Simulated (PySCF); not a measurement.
## C5H5F4O: g tensor and hyperfine couplings

C5H5F4O (doublet state).
SMILES with atom numbers: `[CH2:1]=[CH:2][O:3][C:4]([F:5])[CH2:6][C:7]([F:8])([F:9])[F:10]` (hydrogens: H11, H12 on C1; H13 on C2; H14, H15 on C6)

Cartesian coordinates in Å at the GFN2-xTB level; atoms count from 1:
```xyz
15
C5H5F4O angstrom
C     -2.5274   -1.2182   -1.1705
C     -1.9245   -0.3470   -0.3646
O     -0.6483    0.0355   -0.5986
C     -0.0458    1.0123    0.0878
F     -0.6643    1.4172    1.2309
C      1.4456    1.0033    0.1338
C      2.0209   -0.1298    0.9973
F      3.3623   -0.1482    0.9379
F      1.6956   -0.0092    2.2872
F      1.6022   -1.3363    0.5994
H     -3.5326   -1.5350   -0.9734
H     -2.0199   -1.6309   -2.0231
H     -2.4087    0.0813    0.5038
H      1.8058    1.9449    0.5520
H      1.8347    0.8682   -0.8765
```

The hyperfine couplings belong to this conformer and change with its torsions.

Method: UKS B3LYP, pcH-1 on C F H O, non-relativistic, mean-field spin-orbit, GIAO (PySCF). Geometry: GFN2-xTB, one conformer, isolated molecule. A GFN2-xTB geometry isn't a minimum of the functional, and hyperfine couplings can be far from their values at a DFT geometry. No stability test was run, so a lower SCF solution isn't excluded.

* g1, g2, g3: 2.00198, 2.00383, 2.00457
* g_iso: 2.00346
* Form of g: rhombic: the two nearest values differ by 28 % of g3 − g1
* ⟨S²⟩: 0.7552 (exact 0.7500)
* Total energy: -668.09314 Eh
* Basis functions: 300

Hyperfine couplings atom by atom, in MHz; T1 to T3 are the principal values of the dipolar part:

| atom | isotope | a_iso | T1 | T2 | T3 | Mulliken spin population |
| --- | --- | --- | --- | --- | --- | --- |
| C1 | 13C | 9.5 | -9.9 | -8.9 | 18.8 | 0.13 |
| C2 | 13C | -10.6 | -10.1 | 3.1 | 7.0 | -0.06 |
| O3 | 17O | -27.1 | -49.5 | 23.2 | 26.3 | 0.08 |
| C4 | 13C | 297.9 | -75.4 | -74.3 | 149.7 | 0.80 |
| F5 | 19F | 203.1 | -206.9 | -176.7 | 383.5 | 0.05 |
| C6 | 13C | 16.0 | -3.2 | -2.6 | 5.7 | -0.04 |
| C7 | 13C | 82.9 | -5.3 | -4.9 | 10.1 | 0.04 |
| F8 | 19F | 37.2 | -19.5 | -18.6 | 38.2 | 0.01 |
| F9 | 19F | 0.5 | -5.0 | -2.2 | 7.2 | 0.00 |
| F10 | 19F | 0.2 | -5.0 | -2.3 | 7.3 | 0.00 |
| H11 | 1H | -8.5 | -5.0 | -0.5 | 5.5 | -0.01 |
| H12 | 1H | -7.7 | -2.7 | -1.1 | 3.8 | -0.01 |
| H13 | 1H | 3.0 | -4.1 | -3.4 | 7.5 | 0.00 |
| H14 | 1H | 18.6 | -6.2 | -4.4 | 10.6 | 0.01 |
| H15 | 1H | 16.1 | -6.1 | -4.4 | 10.5 | 0.00 |

The Mulliken spin populations are largest on C4 (+0.80), C1 (+0.13), O3 (+0.08) and C2 (-0.06). C4 is the only atom above +0.15. The angles at C4 add up to 349.3°, so it is slightly pyramidal.

Axes: g2 points within 6° of the C1–H12 bond.

Under fast tumbling the dipolar parts average out, and these isotropic splittings remain: 1 × 19F (F5, I = 1/2, 2 lines) with 7.24 mT, 2 × 1H (H14/H15, I = 1/2, 3 lines) with 0.62 mT, 3 × 19F (F8/F9/F10, I = 1/2, 4 lines) with 0.45 mT, 1 × 1H (H11, I = 1/2, 2 lines) with 0.30 mT, 1 × 1H (H12, I = 1/2, 2 lines) with 0.27 mT and 1 × 1H (H13, I = 1/2, 2 lines) with 0.11 mT.

Means are taken over nuclei equivalent by connectivity, which assumes that they swap fast. The three 19F nuclei of mean +12.6 MHz run from 0.2 to 37.2 MHz in the frozen geometry.

The 13C coupling of C4 (297.9 MHz) shows only in satellite lines or after enrichment, since that isotope makes up about 1.07 % of natural carbon.

The 17O coupling of O3 (-27.1 MHz) shows only in satellite lines or after enrichment, since that isotope makes up about 0.038 % of natural oxygen.

The spin density at the nucleus, in bohr⁻³, is negative for C2 (-0.0094), H11 (-0.0019) and H12 (-0.0017), for instance. A restricted open-shell determinant has no negative spin density anywhere; here it arises because α and β orbitals differ (spin polarisation).
